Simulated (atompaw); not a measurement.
vanadium (V): one change to a PAW (atompaw) potential, before and after

* Element: V (Z = 23)
* Generator: atompaw 4.2.0.5
* Type: PAW
* Functional: PBEsol
* Relativity: scalar-relativistic
* Frozen core: [Ar]
* Valence charge: 5
* Reference configuration: 3d3 4s2 4p0
* Partial waves: 4s (bound); 4s channel at 4.1 Ry; 4p (bound, empty); 4p channel at 0.55 Ry; 3d (bound); 3d channel at 1.4 Ry
* Local potential: troulliermartins scheme with l = 3 at 0 Ry, radius 2.70 bohr
* Core correction: smooth core density matched at 1.50 bohr
* Augmentation charge: sinc compensation charge, radius 2.60 bohr; PAW radius 3.00 bohr; waves and projectors: bloechl

Change: all radii scaled by about 1.23 (s 3.68, p 3.68, d 1.42 bohr); local potential troulliermartins scheme with l = 3 at 0 Ry, radius 3.32 bohr; augmentation sinc compensation charge, radius 3.20 bohr; PAW radius 3.68 bohr; waves and projectors: bloechl; core correction smooth core density matched at 1.84 bohr.

Cutoffs: the cutoffs (Ry, on a coarse ladder) from which the occupation-weighted sum of valence levels, in a spherical-Bessel basis at the reference potential, stays within 10 and 1 mRy of its value at 400 Ry; they do not see the model core or the augmentation charge, which bear on the density cutoff.

Q: What does the change do?

A: The potential gets softer (18 Ry and 25 Ry → 12 Ry and 18 Ry); neither file shows a bound ghost. A larger radius leaves more room for a smooth pseudo-wave, so fewer plane waves are needed.

| quantity | base | changed |
| --- | --- | --- |
| cutoff, loose | 18 Ry | 12 Ry |
| cutoff, tight | 25 Ry | 18 Ry |
| loose cutoff by channel (10 mRy a level) | s 6 Ry, d 18 Ry | s 6 Ry, d 10 Ry |
| bound ghosts | none | none |
| lowest overlap eigenvalue by channel | s 0.45, p 0.01, d 1.00 | s 0.47, p 0.03, d 1.00 |

 The cutoffs see the waves, projectors and local potential, not the compensation charge or the core.
